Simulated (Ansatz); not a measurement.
The same path of C$_{2}$H$_{3}$AlS (7 atoms, charge 0, multiplicity 1) was run twice with different band settings. The coordinate that changes most is the dihedral H5–Al1–C2–C3.

Method: RHF/6-31G* in Ansatz.

Relaxed end points:

```xyz
7
Properties=species:S:1:pos:R:3
Al -0.516 1.221 0.015
C 0.586 -0.341 0.392
C 0.364 -1.448 -0.240
S 0.050 -2.755 -1.034
H -1.660 1.098 -1.064
H -0.209 2.549 0.813
H 1.385 -0.325 1.118
```

```xyz
7
Properties=species:S:1:pos:R:3
Al -0.516 1.222 0.015
C 0.585 -0.342 0.391
C 0.364 -1.449 -0.241
S 0.050 -2.756 -1.033
H -0.206 2.549 0.813
H -1.662 1.101 -1.062
H 1.385 -0.325 1.116
```

Common settings: movable images 7; climbing image yes; optimiser quadratic models (default); start path through a guess of the saddle point; force threshold 0.05 eV/Å; iteration limit 60; end points relaxed.

| run | spring |
| --- | --- |
| 1 | 5.0 eV/Å² |
| 2 | 0.1 eV/Å² |

**Question.** What does each run give, and how far can it be trusted?

**Answer.** Run 1: converged after 9 iterations, highest image 0.219 eV above the first end. A vibrational analysis at the climbing image gives one clearly imaginary mode, 213i cm⁻¹: a first-order saddle point.
Run 2: converged after 12 iterations, highest image 0.219 eV above the first end. Another band between the same ends (7 images) ends at a top of the same energy, where a vibrational analysis finds 1 clearly imaginary mode.
